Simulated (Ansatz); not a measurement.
`C#CN[AsH][SiH3]` + propane → `CC[AsH][SiH3]` + `C#CNC` at 500 K and 1 bar (formal exchange of groups at the As–N bond).

Calculated with Ansatz (gas phase, PBE0-D4/def2-TZVP geometries, no zero-point term in ΔE). CBS: MP2 limit from def2 TZ/QZ plus the TZ coupled-cluster correction, frozen cores. For As outer-core shells are correlated without core-valence functions, which leaves a few kJ/mol of doubt a bond. Scalar relativity is left out up to krypton. Each species was taken in one conformer, which may not be the lowest.

```json
{"species": "`C#CN[AsH][SiH3]`", "CCSD(T)/CBS energy (Eh)": "-2658.41225", "H − E (kJ/mol)": "232.2", "S (J/(mol·K))": "458.0"}
{"species": "`CCC`", "CCSD(T)/CBS energy (Eh)": "-118.98051", "H − E (kJ/mol)": "304.1", "S (J/(mol·K))": "314.1"}
{"species": "`CC[AsH][SiH3]`", "CCSD(T)/CBS energy (Eh)": "-2605.60659", "H − E (kJ/mol)": "310.7", "S (J/(mol·K))": "438.0"}
{"species": "`C#CNC`", "CCSD(T)/CBS energy (Eh)": "-171.77864", "H − E (kJ/mol)": "227.1", "S (J/(mol·K))": "338.5"}
```

H − E and S are ideal-gas, rigid-rotor, harmonic terms from PBE0-D4/def2-TZVP, for one conformer and one mirror image of each species. 1 Eh = 2625.50 kJ/mol, R = 8.31446 J/(mol·K).

Question: By hand: ΔE, ΔH, ΔS and ΔG.

Answer: ΔE = (-2605.60659) + (-171.77864) − (-2658.41225) − (-118.98051) = 0.00753 Eh = 19.8 kJ/mol. Δ(H − E) = 310.7 + 227.1 − 232.2 − 304.1 = 1.5, so ΔH = 21.3 kJ/mol. ΔS = 438.0 + 338.5 − 458.0 − 314.1 = 4.4 J/(mol·K). ΔG = 21.3 − 500 × (4.4)/1000 = 19.1 kJ/mol.

Question: By hand: the equilibrium constant, and the temperature at which ΔG would vanish if ΔH and ΔS stayed fixed.

Answer: log₁₀ K = −ΔG/(RT ln 10) = -2.0. ΔG = 0 at ΔH/ΔS = 4841 K, far beyond where these terms or the molecules hold.

The number of gas molecules stays the same, so ΔS is small and ΔH decides. A doubt of 5 kJ/mol in ΔE shifts log₁₀ K by 0.5 here. Other conformers and mirror images would add mixing entropy, several J/(mol·K) or more a flexible species. Modes under 60 cm⁻¹, often nearly free rotors, make the harmonic entropy too high. These are equilibria of isolated gas molecules and say nothing of rates. Largest T1 diagnostic: 0.013 (customary marks: 0.02 for closed shells, 0.045 for open ones).
